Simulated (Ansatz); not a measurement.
Input file:

```yaml
crystal:
  periodic: [false, false, false]
  atoms:
    - { symbol: F, position_ang: [-1.3608, -0.1806, -1.0606] }
    - { symbol: Ge, position_ang: [0.3245, 0.0077, 0.1469] }
    - { symbol: H, position_ang: [-0.2621, -0.4205, -1.2592] }
    - { symbol: H, position_ang: [-0.1073, 1.435, 0.354] }
    - { symbol: H, position_ang: [1.8283, -0.0277, 0.6547] }
    - { symbol: H, position_ang: [-0.4226, -0.8139, 1.1642] }
magnetization:
  spin_polarized: true
  initial_magnetization: 1
basis:
  gaussian: { orbitals: def2-SVP }
hamiltonian:
  xc: b3lyp
  dispersion: d4
md:
  timestep: 0.5
  n_steps: 150
  ensemble: nve
  temperature: 300.0
  initial_velocities: maxwell_boltzmann
  seed: 421961
```

Launched with:

```bash
$ ansatz run input.yaml --threads 1 --pin off --max-ram 2048MiB --backend cpu --events-out ev --progress --plain --runs-dir out
```

Hardware: 1 thread of Arm Neoverse V2 (shared host).

Roughly how long does this run take, and how much memory?

5.1 min, with a peak of 0.16 GiB, for 151 ionic steps.
